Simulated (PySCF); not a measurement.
# PI: everyday levels beside a composite calculation

PySCF; the state is a triplet (π ↑↑). The composite is CCSD(T) extrapolated to the basis-set limit from two correlation-consistent sets, with core-valence (CV) and scalar-relativistic (SR) terms as its label shows; it has no spin–orbit coupling and nothing beyond (T). Here it is CCSD(T)/CBS(TQ). It gives Re = 2.387 Å, ωe = 374 cm⁻¹ and De = 2.40 eV to P + I.

```csv
level,basis,relativity,Re (Å),ωe (cm⁻¹),De (eV)
UHF,def2-SVPD,scalar-relativistic core potentials,2.437,356,0.93
UHF-MP2,def2-TZVPP,scalar-relativistic core potentials,2.372,375,2.23
UHF-CCSD,x2c-SVPall,spin-free X2C,2.439,344,1.69
LDA,def2-TZVPP,scalar-relativistic core potentials,2.356,386,3.38
PBE,x2c-SVPall,spin-free X2C,2.408,362,2.73
r²SCAN,def2-SVPD,scalar-relativistic core potentials,2.402,367,2.53
TPSSh,x2c-SVPall,spin-free X2C,2.403,364,2.52
PBE0,def2-SVPD,scalar-relativistic core potentials,2.394,373,2.50
HSE06,x2c-SVPall,spin-free X2C,2.396,371,2.49
MN15,def2-TZVPP,scalar-relativistic core potentials,2.365,374,2.32
```

Task: Give the difference of each row from the composite.

Result: 

```tsv
level	basis	ΔRe (pm)	Δωe (%)	ΔDe (eV)
UHF	def2-SVPD	+5.0	-4.8	-1.47
UHF-MP2	def2-TZVPP	-1.5	+0.3	-0.17
UHF-CCSD	x2c-SVPall	+5.2	-8.0	-0.71
LDA	def2-TZVPP	-3.1	+3.2	+0.98
PBE	x2c-SVPall	+2.1	-3.2	+0.33
r²SCAN	def2-SVPD	+1.5	-1.9	+0.13
TPSSh	x2c-SVPall	+1.6	-2.7	+0.12
PBE0	def2-SVPD	+0.7	-0.3	+0.10
HSE06	x2c-SVPall	+0.9	-0.8	+0.09
MN15	def2-TZVPP	-2.2	+0.0	-0.08
```

Task: Which rows come closest in De?

Result: HSE06 in x2c-SVPall (+0.09 eV); MN15 in def2-TZVPP (-0.08 eV), counted from the composite.

Correlated steps freeze the inner cores (9 to 23 orbitals); shallow outer-core shells are correlated. Correlated levels converge slowly with the basis: in double zeta they bind strong bonds too weakly, by up to about 1 eV, and carry superposition errors of some tenths. Spin–orbit coupling is left out, which matters for elements this heavy, above all for dissociation energies. The state is the lowest determinant that a PBE0 search found; another state may lie lower at other levels.
